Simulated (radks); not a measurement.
Kr3+, 33 electrons, occupied as [Ar] 3d10 4s2 4p3. All-electron calculation, scalar-relativistic Kohn-Sham, revPBE, spin-polarised, spherical densities, finite nucleus; open shells are filled with parallel spins first; Fermi nuclear charge, rms radius 4.1884 fm. Program: a radial shooting solver on a logarithmic mesh with Libxc functionals.

Normalised radial functions P(r) = r R(r), r in bohr:

```
   r/bohr * 3d down, o 4s down (the largest magnitude, 1.33, reaches the edge; | marks zero, & curves that meet)
 0.001603                             *o
 0.002104                             *o
 0.002761                             *o
 0.003653                             *o
 0.004795                             * o
 0.006294                             * o
 0.008262                             *  o
  0.01084                             *  o
  0.01423                             *  o
  0.01883                             *   o
  0.02472                             *   o
  0.03245                             *  o
  0.04259                             |*o
   0.0559                             o *
  0.07338                          o  |  *
  0.09631                        o    |    *
   0.1274                       o     |        *
   0.1673                         o   |            *
   0.2196                             o                  *
   0.2882                             |     o                 *
   0.3783                             |         o                *
   0.4965                             |       o                 *
    0.657                            o|                     *
   0.8623                  o          |              *
    1.132           o                 |       *
    1.486           o                 |  *
     1.95                o            |*
     2.56                       o     *
    3.387                           o *
    4.445                             &
    5.835                             &
    7.659                             &
```

3d down: eigenvalue -121.19 eV, 0 radial nodes, <r> = 0.552 bohr, 90 % of the charge inside 0.901 bohr. 4s down: eigenvalue -56.672 eV, 3 radial nodes at r = 0.0530, 0.216, 0.640 bohr, <r> = 1.46 bohr, 90 % of the charge inside 2.14 bohr.
